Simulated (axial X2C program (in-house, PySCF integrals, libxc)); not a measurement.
SeS⁻ along the bond: PW91, with spin–orbit coupling

Calculated with an in-house all-electron X2C program for linear molecules (integrals from PySCF). Two-component (2c) means X2C with spin–orbit coupling and atomic mean-field two-electron Coulomb and Gaunt terms. Basis: Se dyall-acv3z [9s10p7d5f1g], S dyall-av3z [9s8p3d2f] (cores contracted in-house); Gaussian nuclei, density fitting, unrestricted open shells. Masses: Se 79.917 u, S 31.972 u.

State: Ω = 3/2 (⟨Sz⟩ = 0.50, ⟨Lz⟩ = 1.00 at PW91). Dipoles are positive if S is the positive end and refer to the centre of mass.

Results along the bond:

```csv
R (Å),μ (D),HOMO (eV),LUMO (eV)
1.872,-1.661,1.67,1.80
1.958,-1.884,1.47,1.61
2.023,-2.036,1.33,1.47
2.087,-2.176,1.19,1.33
2.152,-2.305,1.05,1.19
2.227,-2.444,0.90,1.04
2.303,-2.572,0.75,0.89
2.400,-2.725,0.58,0.72
2.518,-2.896,0.38,0.52
2.690,-3.126,0.13,0.27
```

One determinant describes the state; a PBE0 search over occupations chose it and may have missed a lower one. Density functionals use the spin component along the axis (collinear). Without a current term, density functionals place determinants with orbital angular momentum somewhat too high. The highest occupied level of some functionals is positive through self-interaction error; at Hartree–Fock it is bound. The LUMO of an anion is an unbound level whose energy the basis sets.
